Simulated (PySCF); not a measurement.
**How methods differ on the ionisation energy of Cl²⁺**

Cl²⁺ [Ne] 3s2 3p3 (4S) → Cl³⁺ [Ne] 3s2 3p2 (3P), as a difference of total energies. Calculation: PySCF 2.14, in x2c-QZVPPall (9s6p4d2f1g, 70 functions); scalar relativity by spin-free X2C-1e. Correlated levels: valence and next inner shell: 1s2 frozen. The calculations carry no spin-orbit coupling.

```json
{"method": "UHF", "ionisation energy (eV)": "38.955"}
{"method": "MP2 (valence and next inner shell)", "ionisation energy (eV)": "39.683"}
{"method": "SCS-MP2 (valence and next inner shell)", "ionisation energy (eV)": "39.477"}
{"method": "CCSD (valence and next inner shell)", "ionisation energy (eV)": "39.590"}
{"method": "CCSD(T) (valence and next inner shell)", "ionisation energy (eV)": "39.631"}
```

A first-order spin-orbit estimate (lowest level to lowest level, LS coupling) adds -0.102 eV.

Errors of the correlated levels include the incompleteness of this basis and the frozen core.

Q: Which method comes closest to the reference value, and which is furthest?

A: The reference is 39.8 ± 0.11 eV (semi-empirical (NIST evaluation); NIST Atomic Spectra Database, ionization energies). Closest: MP2 (valence and next inner shell) (error -0.219 eV); furthest: UHF (error -0.947 eV), both after the spin-orbit estimate.
